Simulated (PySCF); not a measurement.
A structure optimised at B3LYP-D3(BJ)/def2-SVP, used in a PySCF frequency run:

```xyz
6

Ge    -0.0002    -0.2768     0.0000
O      1.6614     0.2774     0.0000
F     -0.8319     0.3996     1.3605
F     -0.8319     0.3996    -1.3605
H     -0.0656    -1.7948     0.0000
H      1.7548     1.2408     0.0000
```

### Question
Write its SMILES, formula and point group.

### Answer
[OH][GeH]([F])[F], F₂GeH₂O, Cs

### Question
What are its rotational constants (standard atomic weights)?

### Answer
5.7538, 5.5456, 3.5103 GHz
